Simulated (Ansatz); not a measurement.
A series at Hf: from `[SH][Hf]([SH])([SH])[SH]`, ligands are replaced one by one, each step taking up HCl and setting free H₂S; n counts the steps. Ansatz, PBE0-D4/def2-TZVP geometries. Each molecule was computed in one conformer, which needn't be the lowest.

```tsv
n	molecule	HOMO energy, ωB97M-V/def2-TZVPP (eV)
0	`[SH][Hf]([SH])([SH])[SH]`	-10.12
1	`[SH][Hf]([SH])([SH])[Cl]`	-10.13
2	`[SH][Hf]([SH])([Cl])[Cl]`	?
3	`[SH][Hf]([Cl])([Cl])[Cl]`	-10.39
4	`[Cl][Hf]([Cl])([Cl])[Cl]`	-11.92
```

Task: By hand: fit a straight line y = ȳ + b (n − n̄) to the 4 given rows and predict n = 2.

Result: n̄ = 2.000, ȳ = -10.640; Σ(n − n̄)(y − ȳ) = -3.860, Σ(n − n̄)² = 10.000, so b = -0.386 eV a step. Prediction: -10.640 + (-0.386) × (0.000) = -10.64 eV.

Task: By hand: compare with the computed value, -10.24 eV, and give the steps along the whole series.

Result: The line misses by 0.40 eV (computed minus predicted). Steps: -0.01, -0.11, -0.15, -1.53 eV.

One step carries most of the change, so a line is a poor guide. The highest orbital can change its character along such a series. The miss is 22.2 % of the series' range.
